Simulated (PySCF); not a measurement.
Predicted microwave data (PBE0/pcSseg-1 in PySCF (dipole) on a GFN2-xTB geometry, gas phase) for one isomer of C5H15NSSi2:

| Quantity | Value |
| --- | --- |
| Rotational constants | A = 1496, B = 772.0, C = 569.4 MHz |
| Dipole components | \|μa\| = 0.60 D, \|μb\| = 2.60 D, \|μc\| = 0.20 D |
| Inertial defect | -104.82 u·Å² |
| κ | -0.56 |

**Question.** Which candidate fits, each taken in the one conformer that was computed?
A. `[CH3:1][CH2:2][Si@@H:3]1[CH2:4][CH2:5][NH:6][Si@@H:7]1[S:8][CH3:9]` with C1–C2–Si3–C4 179°, N6–Si7–S8–C9 171°, C2–Si3–C4–C5 -147°, Si3–C4–C5–N6 45°, C4–C5–N6–Si7 -51°, C5–N6–Si7–S8 154°
B. `[NH2:1][SiH2:2][SiH2:3][S:4][CH:5]1[CH2:6][CH2:7][CH2:8][CH2:9]1` with H–N1–Si2–Si3 -171° and 51°, N1–Si2–Si3–S4 175°, Si2–Si3–S4–C5 157°, Si3–S4–C5–C6 -67°, S4–C5–C6–C7 131°, C5–C6–C7–C8 22°, C6–C7–C8–C9 -39°, C7–C8–C9–C5 41°
C. `[CH2:1]=[CH:2][N:3]([SiH2:4][S:5][SiH3:6])[CH:7]([CH3:8])[CH3:9]` with C1–C2–N3–Si4 0°, C2–N3–Si4–S5 -179°, N3–Si4–S5–Si6 178°, C2–N3–C7–C8 60°
D. `[CH2:1]=[C:2]([S:3][CH3:4])[Si@H:5]([CH3:6])[CH2:7][SiH2:8][NH2:9]` with C1–C2–S3–C4 5°, C1–C2–Si5–C6 127°, C2–Si5–C7–Si8 174°, Si5–C7–Si8–N9 45°, C7–Si8–N9–H 42° and 180°
E. `[CH3:1][CH2:2][Si@@H:3]([S:4][SiH2:5][NH2:6])[CH:7]1[CH2:8][CH2:9]1` with C1–C2–Si3–S4 -54°, C2–Si3–S4–Si5 167°, Si3–S4–Si5–N6 47°, S4–Si5–N6–H 179° and 40°, C2–Si3–C7–C8 11°
F. `[CH3:1][CH2:2][Si@H:3]1[S:4][SiH2:5][CH2:6][CH2:7][N:8]1[CH3:9]` with C1–C2–Si3–S4 171°, C2–Si3–S4–Si5 163°, Si3–S4–Si5–C6 -36°, S4–Si5–C6–C7 51°, Si5–C6–C7–N8 -68°

**Answer.** F. It is CC[Si@H]1S[SiH2]CCN1C, an asymmetric top, point group C1. The candidates at the same level (rigid rotor, commonest isotopes):

```json
{"SMILES": "N[SiH2][SiH2]SC1CCCC1", "A (MHz)": "2196", "B (MHz)": "429.7", "C (MHz)": "404.8", "μa (D)": "0.00", "μb (D)": "2.23", "μc (D)": "0.64", "Δ (u·Å²)": "-157.67", "point group": "C1", "rotor": "near-prolate asymmetric top"}
{"SMILES": "CC[Si@H]1S[SiH2]CCN1C", "A (MHz)": "1496", "B (MHz)": "772.0", "C (MHz)": "569.4", "μa (D)": "0.60", "μb (D)": "2.60", "μc (D)": "0.20", "Δ (u·Å²)": "-104.82", "point group": "C1", "rotor": "asymmetric top"}
{"SMILES": "CC[Si@@H](S[SiH2]N)C1CC1", "A (MHz)": "1304", "B (MHz)": "699.5", "C (MHz)": "556.5", "μa (D)": "0.58", "μb (D)": "1.79", "μc (D)": "1.04", "Δ (u·Å²)": "-202.02", "point group": "C1", "rotor": "asymmetric top"}
{"SMILES": "C=CN([SiH2]S[SiH3])C(C)C", "A (MHz)": "1589", "B (MHz)": "541.9", "C (MHz)": "447.2", "μa (D)": "0.06", "μb (D)": "0.19", "μc (D)": "0.03", "Δ (u·Å²)": "-120.60", "point group": "near Cs", "rotor": "asymmetric top"}
{"SMILES": "C=C(SC)[Si@H](C)C[SiH2]N", "A (MHz)": "2395", "B (MHz)": "407.6", "C (MHz)": "377.4", "μa (D)": "0.10", "μb (D)": "1.19", "μc (D)": "0.56", "Δ (u·Å²)": "-112.00", "point group": "C1", "rotor": "near-prolate asymmetric top"}
{"SMILES": "CC[Si@@H]1CCN[Si@@H]1SC", "A (MHz)": "1052", "B (MHz)": "837.5", "C (MHz)": "517.7", "μa (D)": "1.06", "μb (D)": "0.38", "μc (D)": "0.61", "Δ (u·Å²)": "-107.45", "point group": "C1", "rotor": "asymmetric top"}
```

`CC[Si@@H]1CCN[Si@@H]1SC` has A 30 % too low; `N[SiH2][SiH2]SC1CCCC1` has A 47 % too high; `C=C(SC)[Si@H](C)C[SiH2]N` has A 60 % too high; `C=CN([SiH2]S[SiH3])C(C)C` has B 30 % too low; `CC[Si@@H](S[SiH2]N)C1CC1` has A 13 % too low. No structure here is proved a minimum.
